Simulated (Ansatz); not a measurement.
Ansatz (an electronic-structure program) input file for C4H10Si2, SMILES C=C1CC[Si@H]1[SiH3], B3LYP-D3(BJ)/def2-SVP. 

Ansatz 0.2 input:
```yaml
crystal:
  periodic: [false, false, false]
  atoms:
    - {symbol: C, position_ang: [-1.72732236, 0.55643277, 1.78446704]}
    - {symbol: C, position_ang: [-1.27957499, 0.23066440, 0.58493028]}
    - {symbol: C, position_ang: [-1.84661536, 0.61421110, -0.76096426]}
    - {symbol: C, position_ang: [-0.77370268, -0.01764087, -1.66869113]}
    - {symbol: Si, position_ang: [0.18556501, -0.72645721, -0.15452425]}
    - {symbol: Si, position_ang: [2.33282017, 0.01838481, 0.24019815]}
    - {symbol: H, position_ang: [-1.23263065, 0.22598003, 2.68374211]}
    - {symbol: H, position_ang: [-2.61410326, 1.15839615, 1.92672647]}
    - {symbol: H, position_ang: [-2.83493207, 0.18004639, -0.91801770]}
    - {symbol: H, position_ang: [-1.93518335, 1.69472664, -0.88354305]}
    - {symbol: H, position_ang: [-0.23635857, 0.72564497, -2.25494864]}
    - {symbol: H, position_ang: [-1.18395491, -0.74073524, -2.36962147]}
    - {symbol: H, position_ang: [-0.00682145, -2.18500578, -0.03190572]}
    - {symbol: H, position_ang: [2.78130118, -0.34211269, 1.58720668]}
    - {symbol: H, position_ang: [2.47754422, 1.47144622, 0.11833228]}
    - {symbol: H, position_ang: [3.29103840, -0.57737723, -0.69585712]}
basis:
  gaussian:
    orbitals: def2-SVP
hamiltonian:
  xc: b3lyp
  dispersion: d3bj
relax: {f_tol: 0.002, max_steps: 200}
```

Log of the run:

```
WARN ansatz: RAYON_NUM_THREADS=2 ignored (pool sized by the plan → 2); use --threads N
Functional definition: B3LYP
integrals: 0.13 GiB planned
1561 factors; integrals over basis functions are off by at most 5.8e-4 eV
mean field: 0.88 GiB planned
mean field evaluation 1: about -20047.7851 eV, gradient 6.1e1 eV
mean field evaluation 2: about -20036.1749 eV, gradient 8.7e1 eV
mean field evaluation 4: about -20057.7754 eV, gradient 8.3e0 eV
mean field evaluation 8: about -20057.9633 eV, gradient 2.8e-1 eV
mean field evaluation 16: about -20057.9635 eV, gradient 2.1e-5 eV
mean field -20057.96351560 eV, -737.1165634223 hartree, gradient 2.1e-5 eV, S^2 0.000000; 0 other end points of the search recorded, 0 dependent functions left out
the calculation of the forces begins
reference -20057.96381819 eV, -737.1165745423 hartree; 31, 31 occupied and 111, 111 virtual orbitals, 1561 factors
relax step   1: F+E_penalty+E_count = -20058.70151976 eV  Δ(F+E_penalty+E_count) = +0.000e0 eV  max|allowed force component| = 1.138e0 eV/Å  Δτ_max = 0.0000 Å  (27 SCF iters, accepted)
these checks for a lower state are left out or cut short: starts, cluster_reference, orbital_swaps, neighbouring_geometries, increment
integrals: 0.13 GiB planned
1561 factors; integrals over basis functions are off by at most 6.5e-4 eV
mean field: 0.88 GiB planned
mean field -20058.10791410 eV, -737.1218699694 hartree, gradient 7.1e-6 eV, S^2 0.000000; 0 other end points of the search recorded, 0 dependent functions left out
the calculation of the forces begins
reference -20058.10822135 eV, -737.1218812607 hartree; 31, 31 occupied and 111, 111 virtual orbitals, 1561 factors
relax step   2: F+E_penalty+E_count = -20058.84060984 eV  Δ(F+E_penalty+E_count) = -1.391e-1 eV  max|allowed force component| = 2.812e-1 eV/Å  Δτ_max = 0.1097 Å  (28 SCF iters, accepted)
these checks for a lower state are left out or cut short: starts, cluster_reference, orbital_swaps, neighbouring_geometries, increment
integrals: 0.13 GiB planned
1561 factors; integrals over basis functions are off by at most 6.6e-4 eV
mean field: 0.88 GiB planned
mean field -20058.12335482 eV, -737.1224374053 hartree, gradient 7.6e-5 eV, S^2 0.000000; 0 other end points of the search recorded, 0 dependent functions left out
the calculation of the forces begins
reference -20058.12366196 eV, -737.1224486924 hartree; 31, 31 occupied and 111, 111 virtual orbitals, 1561 factors
relax step   3: F+E_penalty+E_count = -20058.85504867 eV  Δ(F+E_penalty+E_count) = -1.444e-2 eV  max|allowed force component| = 1.866e-1 eV/Å  Δτ_max = 0.0765 Å  (25 SCF iters, accepted)
these checks for a lower state are left out or cut short: starts, cluster_reference, orbital_swaps, neighbouring_geometries, increment
integrals: 0.13 GiB planned
1561 factors; integrals over basis functions are off by at most 6.6e-4 eV
mean field: 0.88 GiB planned
mean field evaluation 32: about -20058.1180 eV, gradient 9.2e-2 eV
mean field -20058.11803694 eV, -737.1222419767 hartree, gradient 1.1e-5 eV, S^2 0.000000; 0 other end points of the search recorded, 0 dependent functions left out
the calculation of the forces begins
reference -20058.11834410 eV, -737.1222532648 hartree; 31, 31 occupied and 111, 111 virtual orbitals, 1561 factors
relax step   4: F+E_penalty+E_count = -20058.85217708 eV  Δ(F+E_penalty+E_count) = +2.872e-3 eV  max|allowed force component| = 2.730e-1 eV/Å  Δτ_max = 0.0627 Å  (28 SCF iters, rejected (line search))
these checks for a lower state are left out or cut short: starts, cluster_reference, orbital_swaps, neighbouring_geometries, increment
integrals: 0.13 GiB planned
1561 factors; integrals over basis functions are off by at most 6.6e-4 eV
mean field: 0.88 GiB planned
mean field -20058.12670694 eV, -737.1225605933 hartree, gradient 8.1e-5 eV, S^2 0.000000; 0 other end points of the search recorded, 0 dependent functions left out
the calculation of the forces begins
reference -20058.12701405 eV, -737.1225718797 hartree; 31, 31 occupied and 111, 111 virtual orbitals, 1561 factors
relax step   5: F+E_penalty+E_count = -20058.85952480 eV  Δ(F+E_penalty+E_count) = -4.476e-3 eV  max|allowed force component| = 6.756e-2 eV/Å  Δτ_max = 0.0303 Å  (26 SCF iters, accepted)
these checks for a lower state are left out or cut short: starts, cluster_reference, orbital_swaps, neighbouring_geometries, increment
integrals: 0.13 GiB planned
1561 factors; integrals over basis functions are off by at most 6.5e-4 eV
[...]
relax step  12: F+E_penalty+E_count = -20058.86114340 eV  Δ(F+E_penalty+E_count) = -4.305e-5 eV  max|allowed force component| = 4.796e-3 eV/Å  Δτ_max = 0.0052 Å  (19 SCF iters, accepted)
these checks for a lower state are left out or cut short: starts, cluster_reference, orbital_swaps, neighbouring_geometries, increment
integrals: 0.13 GiB planned
1561 factors; integrals over basis functions are off by at most 6.4e-4 eV
mean field: 0.87 GiB planned
mean field -20058.12530428 eV, -737.1225090465 hartree, gradient 2.0e-5 eV, S^2 0.000000; 0 other end points of the search recorded, 0 dependent functions left out
the calculation of the forces begins
reference -20058.12561081 eV, -737.1225203116 hartree; 31, 31 occupied and 111, 111 virtual orbitals, 1561 factors
relax step  13: F+E_penalty+E_count = -20058.86120642 eV  Δ(F+E_penalty+E_count) = -6.302e-5 eV  max|allowed force component| = 1.002e-2 eV/Å  Δτ_max = 0.0171 Å  (22 SCF iters, accepted)
these checks for a lower state are left out or cut short: starts, cluster_reference, orbital_swaps, neighbouring_geometries, increment
integrals: 0.13 GiB planned
1561 factors; integrals over basis functions are off by at most 6.4e-4 eV
mean field: 0.87 GiB planned
mean field -20058.12534966 eV, -737.1225107142 hartree, gradient 1.8e-5 eV, S^2 0.000000; 0 other end points of the search recorded, 0 dependent functions left out
the calculation of the forces begins
reference -20058.12565621 eV, -737.1225219797 hartree; 31, 31 occupied and 111, 111 virtual orbitals, 1561 factors
relax step  14: F+E_penalty+E_count = -20058.86124408 eV  Δ(F+E_penalty+E_count) = -3.766e-5 eV  max|allowed force component| = 9.970e-3 eV/Å  Δτ_max = 0.0163 Å  (22 SCF iters, accepted)
these checks for a lower state are left out or cut short: starts, cluster_reference, orbital_swaps, neighbouring_geometries, increment
integrals: 0.13 GiB planned
1561 factors; integrals over basis functions are off by at most 6.3e-4 eV
mean field: 0.87 GiB planned
mean field evaluation 96: about -20058.1254 eV, gradient 1.2e-5 eV
mean field -20058.12538993 eV, -737.1225121941 hartree, gradient 1.2e-5 eV, S^2 0.000000; 0 other end points of the search recorded, 0 dependent functions left out
the calculation of the forces begins
reference -20058.12569649 eV, -737.1225234601 hartree; 31, 31 occupied and 111, 111 virtual orbitals, 1561 factors
relax step  15: F+E_penalty+E_count = -20058.86126968 eV  Δ(F+E_penalty+E_count) = -2.559e-5 eV  max|allowed force component| = 6.913e-3 eV/Å  Δτ_max = 0.0137 Å  (22 SCF iters, accepted)
these checks for a lower state are left out or cut short: starts, cluster_reference, orbital_swaps, neighbouring_geometries, increment
integrals: 0.13 GiB planned
1561 factors; integrals over basis functions are off by at most 6.3e-4 eV
mean field: 0.87 GiB planned
mean field -20058.12539531 eV, -737.1225123919 hartree, gradient 3.3e-5 eV, S^2 0.000000; 0 other end points of the search recorded, 0 dependent functions left out
the calculation of the forces begins
reference -20058.12570186 eV, -737.1225236573 hartree; 31, 31 occupied and 111, 111 virtual orbitals, 1561 factors
relax step  16: F+E_penalty+E_count = -20058.86128022 eV  Δ(F+E_penalty+E_count) = -1.054e-5 eV  max|allowed force component| = 3.406e-3 eV/Å  Δτ_max = 0.0024 Å  (20 SCF iters, accepted)
these checks for a lower state are left out or cut short: starts, cluster_reference, orbital_swaps, neighbouring_geometries, increment
integrals: 0.13 GiB planned
1561 factors; integrals over basis functions are off by at most 6.3e-4 eV
mean field: 0.87 GiB planned
mean field -20058.12546352 eV, -737.1225148985 hartree, gradient 7.0e-5 eV, S^2 0.000000; 0 other end points of the search recorded, 0 dependent functions left out
the calculation of the forces begins
reference -20058.12577010 eV, -737.1225261651 hartree; 31, 31 occupied and 111, 111 virtual orbitals, 1561 factors
relax step  17: F+E_penalty+E_count = -20058.86127938 eV  Δ(F+E_penalty+E_count) = +8.373e-7 eV  max|allowed force component| = 6.308e-3 eV/Å  Δτ_max = 0.0039 Å  (19 SCF iters, rejected (line search))
these checks for a lower state are left out or cut short: starts, cluster_reference, orbital_swaps, neighbouring_geometries, increment
integrals: 0.13 GiB planned
1561 factors; integrals over basis functions are off by at most 6.3e-4 eV
mean field: 0.87 GiB planned
mean field -20058.12545529 eV, -737.1225145962 hartree, gradient 3.1e-5 eV, S^2 0.000000; 0 other end points of the search recorded, 0 dependent functions left out
the calculation of the forces begins
reference -20058.12576186 eV, -737.1225258625 hartree; 31, 31 occupied and 111, 111 virtual orbitals, 1561 factors
relax step  18: F+E_penalty+E_count = -20058.86128412 eV  Δ(F+E_penalty+E_count) = -3.896e-6 eV  max|allowed force component| = 2.506e-3 eV/Å  Δτ_max = 0.0019 Å  (20 SCF iters, accepted)
these checks for a lower state are left out or cut short: starts, cluster_reference, orbital_swaps, neighbouring_geometries, increment
integrals: 0.13 GiB planned
1561 factors; integrals over basis functions are off by at most 6.3e-4 eV
mean field: 0.87 GiB planned
mean field -20058.12547307 eV, -737.1225152495 hartree, gradient 1.2e-5 eV, S^2 0.000000; 0 other end points of the search recorded, 0 dependent functions left out
the calculation of the forces begins
reference -20058.12577965 eV, -737.1225265161 hartree; 31, 31 occupied and 111, 111 virtual orbitals, 1561 factors
relax step  19: F+E_penalty+E_count = -20058.86128491 eV  Δ(F+E_penalty+E_count) = -7.961e-7 eV  max|allowed force component| = 7.506e-4 eV/Å  Δτ_max = 0.0007 Å  (19 SCF iters, accepted)
integrals: 0.13 GiB planned
1561 factors; integrals over basis functions are off by at most 6.3e-4 eV
mean field: 0.87 GiB planned
mean field evaluation 128: about -20058.1255 eV, gradient 1.1e-4 eV
mean field -20058.12547307 eV, -737.1225152495 hartree, gradient 1.2e-5 eV, S^2 0.000000; 1 other end points of the search recorded, 0 dependent functions left out
the calculation of the forces begins
reference -20058.12577965 eV, -737.1225265161 hartree; 31, 31 occupied and 111, 111 virtual orbitals, 1561 factors
Total energy: -20058.86159149 eV, -737.1495671025 hartree
Atom 0 at    -1.680172     0.557525     1.831989 Å, force     0.000419     0.000004    -0.000382 eV/Å
Atom 1 at    -1.271288     0.210972     0.609784 Å, force    -0.000033    -0.000242    -0.000115 eV/Å
Atom 2 at    -1.835153     0.616291    -0.760005 Å, force    -0.000135     0.000594     0.000544 eV/Å
Atom 3 at    -0.771779    -0.011411    -1.725765 Å, force     0.000390    -0.000223     0.000117 eV/Å
Atom 4 at     0.127549    -0.763547    -0.208078 Å, force    -0.000466    -0.000706     0.000002 eV/Å
Atom 5 at     2.296705     0.013135     0.252270 Å, force    -0.000147    -0.000073    -0.000100 eV/Å
Atom 6 at    -1.168211     0.200978     2.731645 Å, force    -0.000044     0.000183    -0.000122 eV/Å
Atom 7 at    -2.546366     1.213013     1.989996 Å, force     0.000022     0.000054     0.000029 eV/Å
Atom 8 at    -2.838000     0.184333    -0.921666 Å, force    -0.000029    -0.000032    -0.000197 eV/Å
Atom 9 at    -1.934613     1.709565    -0.873217 Å, force    -0.000111     0.000165    -0.000056 eV/Å
Atom 10 at    -0.189437     0.740069    -2.279256 Å, force    -0.000751     0.000331     0.000240 eV/Å
Atom 11 at    -1.188159    -0.722362    -2.453895 Å, force     0.000535    -0.000199    -0.000091 eV/Å
Atom 12 at     0.071550    -2.253717    -0.078319 Å, force     0.000323     0.000090     0.000055 eV/Å
Atom 13 at     2.660473    -0.258132     1.676161 Å, force    -0.000095    -0.000025    -0.000005 eV/Å
Atom 14 at     2.348333     1.488284     0.022366 Å, force     0.000112     0.000097     0.000034 eV/Å
Atom 15 at     3.315636    -0.638393    -0.626480 Å, force     0.000010    -0.000017     0.000047 eV/Å
Dipole moment:    -0.118740     0.033100    -0.079810 e Å
```

Self-consistency was reached.

Cost: around 2.3 core-minutes (rough).
